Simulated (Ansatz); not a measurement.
Saddle point of GaNH$_{4}$, closed shell (GaNH₄ ([NH2][GaH2]) → GaNH₂ ([NH][GaH]) + H₂; bonds formed: H2–H4; bonds broken: Ga1–H2, N3–H4), PBE0-D4/def2-TZVP structure:

```
6
angstrom
Ga -0.4181 -0.6789 0.1498
H 1.3766 -0.1633 0.6469
N -0.2346 0.9217 -0.5351
H 1.0005 0.5418 0.1562
H -0.8177 -2.0831 0.6520
H -0.9067 1.4618 -1.0698
```

Energies are electronic, without zero-point energy. Barriers and step energies count from the start structure reached by relaxing down the imaginary mode; all methods use the PBE0-D4 structures, on which another method's saddle can fall below an end. Program: Ansatz 0.2.0. Basis: def2-TZVPP, with def2-QZVPP for the basis limit. Cores are frozen in the correlated methods. Filled d shells of the heavier atoms are correlated. The def2 sets are not built for correlating such inner shells, so the correlated values are less sure here. B3LYP uses VWN-RPA correlation. Extrapolation: Hartree–Fock as exp(−7.88 √X), correlation as X^−2.97.

| method | barrier (eV) | step energy (eV) |
| --- | --- | --- |
| SPW92 | 2.889 | 2.646 |
| PBE-D4 | ? | 2.360 |
| BLYP-D4 | 2.987 | 2.218 |
| r2SCAN-D4 | 3.174 | 2.552 |
| B97M-V | 3.296 | 2.645 |
| PBE0-D4 | 3.273 | 2.693 |
| B3LYP-D4 | 3.259 | 2.519 |
| r2SCAN0-D4 | 3.404 | 2.794 |
| BHLYP-D4 | 3.627 | 2.886 |
| CAM-B3LYP-D4 | 3.439 | 2.743 |
| wB97X-V | 3.490 | 2.788 |
| wB97M-V | 3.414 | 2.713 |
| B2PLYP | 3.258 | 2.466 |
| PBE-QIDH | 3.401 | 2.751 |
| RPA on PBE | ? | 2.406 |
| HF | 4.147 | 3.204 |
| MP2 | ? | 2.430 |
| CCSD | 3.501 | 2.708 |
| CCSD(T) | 3.327 | 2.544 |

Problem. Fill in the withheld barriers. (To be estimated.)

Solution. By the calculation: RPA on PBE 3.245; MP2 3.228; PBE-D4 2.944 eV. Each is the energy of the saddle less that of the start structure, by the same method.

For comparison, the barrier by CCSD(T) at an estimated basis limit (MP2 extrapolated from triple and quadruple zeta, plus CCSD(T) − MP2 in triple zeta) is 3.328 eV.

No T1 diagnostic of these runs exceeds 0.025. The restricted Hartree–Fock reference is unstable towards an unrestricted one at one or more of these structures.

Labels in which every atom is bracketed show which atoms are joined, not bond orders.

For scale, one of the runs: CCSD(T)/def2-TZVPP, 135 basis functions, launched by `ansatz run in.yaml --threads 2 --pin off --events-out ev --progress --plain --max-ram 4352MiB`. Hardware: 2 CPU threads of an Intel Xeon 6975P-C, shared host. Wall time 7 s; peak host memory 0.76 GiB.
